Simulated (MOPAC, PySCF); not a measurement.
Molecule: CH$_{3}$Li, charge 0, multiplicity 1. SMILES: [Li][CH3]
Structure (B3LYP-D3(BJ)/def2-TZVP (Ansatz) minimum search):
```
C
H 1 1.0977
H 1 1.0977 2 106.12
H 1 1.0977 2 106.12 3 112.60
Li 1 1.9692 2 112.65 3 -123.70
```

Unscaled harmonic wavenumbers (cm⁻¹) in rising order, each level at the stationary point that it reaches from this structure (no distance between atoms moves by over 0.3 Å); the order of modes can differ between levels, and a negative number is imaginary. B3LYP-D3(BJ)/def2-TZVP (PySCF, at the structure above): 452, 452, 633, 1100, 1449, 1449, 2967, 3025, 3025.

PM6 (MOPAC): 629, 629, 870, 1170, 1272, 1272, 2759, 2759, 2824. Zero-point energy 20.3 against 20.8 kcal/mol; where all levels lie over 400 cm⁻¹, the wavenumbers are on average 1.083 times those of B3LYP-D3(BJ)/def2-TZVP.

PM7 (MOPAC): 598, 598, 749, 1190, 1311, 1311, 2722, 2722, 2797. Zero-point energy 20.0 against 20.8 kcal/mol; where all levels lie over 400 cm⁻¹, the wavenumbers are on average 1.051 times those of B3LYP-D3(BJ)/def2-TZVP.
